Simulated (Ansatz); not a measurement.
Mulliken charges of `C=COB(F)Cl` from B3LYP/def2-TZVPP in Ansatz (PBE0-D4/def2-TZVP geometry).

| atom | x (Å) | y (Å) | z (Å) | charge (e) |
| --- | --- | --- | --- | --- |
| C1 | 0.538 | -1.403 | -0.013 | -0.199 |
| C2 | 0.173 | -0.478 | 0.856 | 0.049 |
| O3 | -0.611 | 0.614 | 0.583 | -0.243 |
| B4 | -0.534 | 1.399 | -0.507 | 0.434 |
| F5 | 0.379 | 1.234 | -1.445 | -0.224 |
| Cl6 | -1.683 | 2.709 | -0.672 | -0.145 |
| H7 | 1.132 | -2.238 | 0.332 | 0.107 |
| H8 | 0.269 | -1.362 | -1.060 | 0.102 |
| H9 | 0.426 | -0.522 | 1.908 | 0.119 |

**Question.** By hand: the dipole of these point charges (1 e Å = 4.8032 D).

**Answer.** Σ q r = (0.177, -0.396, 0.258) e Å, of length 0.505 e Å = 2.43 D.

**Question.** How does the dipole of the full density compare? (Best estimate.)

**Answer.** Computed: (0.157, -0.295, 0.154) e Å, 1.77 D; the point charges give 1.37 times that, at 7° from its direction.

Point charges leave out the atoms' own dipoles, such as those of lone pairs, and Mulliken's split depends on the basis, so the two needn't agree.

B3LYP here is the variant with VWN-RPA as its local correlation; programs differ in this.
